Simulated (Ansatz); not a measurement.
The lowest singlet and triplet of ClHSi (SMILES [SiH]Cl); geometries from B3LYP-D3(BJ)/def2-TZVP, each state relaxed from the structure named, with no frequency check.
Singlet (charge 0, multiplicity 1):
```csv
atom,x (Å),y (Å),z (Å)
Si,-0.9364,0.5951,0.0000
Cl,0.8776,-0.4514,0.0000
H,-1.8095,-0.6567,0.0000
```

A positive gap puts the triplet lower; no zero-point energy. U- takes an unrestricted singlet (broken symmetry where lower, unprojected). The triplet is unrestricted in single-reference levels. Active spaces average the two states.

Frozen-core correlation.

The values were computed with Ansatz (a program for electronic structure) with Gaussian orbitals. 

Problem. One of these levels gives -25.23 kcal/mol for the gap E(singlet) − E(triplet), vertical, at the singlet's geometry. Which?
A. U-B3LYP/def2-TZVPP
B. U-HF/cc-pV(D+d)Z (spin-contaminated)
C. SA-CASSCF(2,2)/cc-pV(T+d)Z

Solution. B, U-HF/cc-pV(D+d)Z (spin-contaminated). The others give -38.50 (U-B3LYP/def2-TZVPP), -35.20 (SA-CASSCF(2,2)/cc-pV(T+d)Z)
